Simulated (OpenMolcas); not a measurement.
# Predicting a hybrid from its neighbours: CH4OZn

CH4OZn has 7 atoms, charge 0, and is taken as a singlet. As SMILES, `[CH3][Zn][OH]`. The shape is that of a PBE0-D4/def2-TZVP optimisation.

The dipole moment y, in D, basis cc-pVDZ; a is the functional's share of exact exchange. Programs: OpenMolcas 26.06.

```
functional     program     a  y (D)
       PBE  OpenMolcas     0   1.51
      TPSS  OpenMolcas     0   1.51
     B3LYP  OpenMolcas   0.2   1.62
      PBE0  OpenMolcas  0.25      ?
     BHLYP  OpenMolcas   0.5   1.76
```

Problem. Fit y = c + s·a to the known rows and predict PBE0.

Solution. 
1. Means of the 4 rows: a = 0.1750, y = 1.600.
2. Σ(Δa)² = 0.1675, Σ(Δa·Δy) = 0.084, so the slope is 0.084/0.1675 = 0.50149.
3. Intercept: 1.600 − (0.50149) × 0.1750 = 1.512. The largest residual of the fit is 0.008.
4. PBE0: 1.512 + (0.50149) × 0.25 = 1.64 D.

The run gave 1.66 D, so the prediction is off by -0.02 D, more than the largest residual. More exact exchange makes the molecule more polar here.
